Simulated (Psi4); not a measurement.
C₄H₅ (SMILES C1[C@-]2C[C@H]12), charge -1, singlet, at a GFN2-xTB geometry (a gas-phase anion, which may not be bound at this level). Base run: HF/def2-SV(P) (Psi4).

Psi4 was given this input:
```
memory 2 GB

molecule mol {
-1 1
  C     0.018388    1.092612    0.317932
  C     0.043221   -1.098873    0.292968
  C     0.863642    0.014546   -0.417822
  C    -0.646975   -0.002427   -0.430534
  H    -0.115419    1.126840    1.415201
  H    -0.006769    2.101571   -0.114359
  H    -0.089492   -1.161107    1.389138
  H     0.040819   -2.098035   -0.162198
  H    -1.498802   -0.004419   -1.103040
}

set basis def2-sv(p)
set reference rhf
set stability_analysis check
set scf_type pk

energy('scf')
print_variables()
```

The bond that is stretched is that between atoms 9 and 4. A test that says stable can miss a lower solution.

Each row names what was changed in the base input (with any setting that the change needs).

```json
[
 {"change": "base", "ΔE vs base (mEh)": "0.000", "<S^2>": "0.000"},
 {"change": "stability_analysis = follow; reference = uhf", "ΔE vs base (mEh)": "0.000", "<S^2>": "0.000"},
 {"change": "bond × 1.25", "ΔE vs base (mEh)": "28.218", "<S^2>": "0.000"},
 {"change": "stability_analysis = follow; reference = uhf; bond × 1.25", "ΔE vs base (mEh)": "28.218", "<S^2>": "0.000"},
 {"change": "bond × 1.5", "ΔE vs base (mEh)": "73.650", "<S^2>": "0.000"},
 {"change": "stability_analysis = follow; reference = uhf; bond × 1.5", "ΔE vs base (mEh)": "73.650", "<S^2>": "0.000"},
 {"change": "bond × 1.8", "ΔE vs base (mEh)": "118.9", "<S^2>": "0.000"},
 {"change": "stability_analysis = follow; reference = uhf; bond × 1.8", "ΔE vs base (mEh)": "108.4", "<S^2>": "0.544"},
 {"change": "bond × 2.2", "ΔE vs base (mEh)": "158.6", "<S^2>": "0.000"},
 {"change": "stability_analysis = follow; reference = uhf; bond × 2.2", "ΔE vs base (mEh)": "122.4", "<S^2>": "0.863"},
 {"change": "bond × 3.0", "ΔE vs base (mEh)": "196.3", "<S^2>": "0.000"},
 {"change": "stability_analysis = follow; reference = uhf; bond × 3.0", "ΔE vs base (mEh)": "127.8", "<S^2>": "1.002"}
]
```

Psi4 reported an instability in these rows: stability_analysis = follow; reference = uhf; bond × 1.8; stability_analysis = follow; reference = uhf; bond × 2.2; stability_analysis = follow; reference = uhf; bond × 3.0 (restricted rows aren't judged here).

A gas-phase anion may not be bound at this level; its values then depend on the basis.

Where a bond breaks into two radicals, a solution with restricted orbitals usually stops being the lowest and lies too high; an unrestricted one lies lower at the price of spin contamination, which <S^2> shows.
